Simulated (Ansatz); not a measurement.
CH6BNO, relaxed with RKS PBE0-D4/def2-TZVP in Ansatz 0.2.0 from a PBE-D4/def2-SVP geometry. The force threshold is 0.005 eV/Å; the program also tests the step.

Total charge 0; spin multiplicity 1. The bonds changed during the relaxation, so this is another structure than the one it started from.

Start:

```xyz
10

B     0.299   -0.071    1.006
C    -0.420   -0.359   -0.400
N     0.241   -0.374   -1.534
O    -0.159    1.358    1.047
H    -0.100   -0.802    1.922
H     1.527   -0.142    0.825
H    -1.521   -0.326   -0.529
H    -0.185   -0.314   -2.466
H     1.269   -0.381   -1.482
H    -0.950    1.412    1.612
```

```tsv
step	energy (eV)	largest force (eV/Å)	largest move (Å)
1	-5343.6890	0.798	0.000
2	-5343.7351	0.306	0.044
3	-5343.7417	0.124	0.044
4	-5343.7457	0.145	0.037
5	-5343.7507	0.154	0.075
6	-5343.7600	0.716	0.195
7	-5343.7722	0.875	0.068
8	-5343.8081	1.062	0.196
9	-5343.8219	1.642	0.198
10	-5343.8815	0.989	0.200
11	-5343.9180	0.834	0.134
13 (rejected)	-5343.9326	0.784	0.091
15	-5343.9766	0.387	0.100
17	-5344.0264	2.126	0.195
19	-5344.5064	1.861	0.198
21	-5345.0446	0.763	0.200
23	-5345.1456	0.667	0.068
25	-5345.1733	0.244	0.097
27	-5345.1772	0.110	0.025
29	-5345.1783	0.040	0.009
31	-5345.1785	0.008	0.014
33	-5345.1785	0.006	0.005
34	-5345.1785	0.002	0.005
```

End:

```xyz
10

B     0.197    0.548    0.778
C    -0.460   -0.318   -0.349
N     0.397   -0.478   -1.517
O    -0.595    1.028    1.767
H    -0.767   -1.271    0.126
H     1.384    0.764    0.807
H    -1.400    0.160   -0.650
H     0.033   -1.177   -2.151
H     1.324   -0.777   -1.243
H    -0.113    1.521    2.434
```

Run time 78 s (2 threads of an AMD EPYC 7B13 on a shared host); peak host memory 0.33 GiB.
